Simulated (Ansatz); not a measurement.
Species: InH₂, charge 0, multiplicity 2. SMILES: [InH2]
Coordinates optimised at B3LYP-D3(BJ)/def2-TZVP (Ansatz, an electronic-structure program):
```xyz
3

In     0.0317     0.0067     0.0127
H     -0.4970    -1.6709    -0.2106
H     -1.0571     1.3408    -0.4101
```
Charge 0, spin multiplicity 2.

Wanted: atomisation energy (electronic, to ground-state atoms), in kcal/mol. Correlated levels leave the core frozen unless marked. Open shells are spin-unrestricted. Spin-orbit coupling is left out. Frozen are the shells of the preceding noble gas and the d and f shells that filled before the atom's block. Past Kr the def2 sets carry scalar-relativistic core potentials. The coupled-cluster limit lacks core correlation, which all-electron functionals hold. CBS marks a two-point X^-3 extrapolation of the correlation energy; Hartree-Fock from the larger set.

```
level                           program  atomisation energy (kcal/mol)
-----------------------  --------------  -----------------------------
BHLYP-D3(BJ)/def2-TZVPD  Ansatz + dftd3                           98.9
```

Task: Predict the CCSD(T)/CBS(def2-TZVPPD,def2-QZVPPD) result (Ansatz).

Result: 100.2 kcal/mol, so BHLYP-D3(BJ)/def2-TZVPD differs from it by -1.3 kcal/mol.
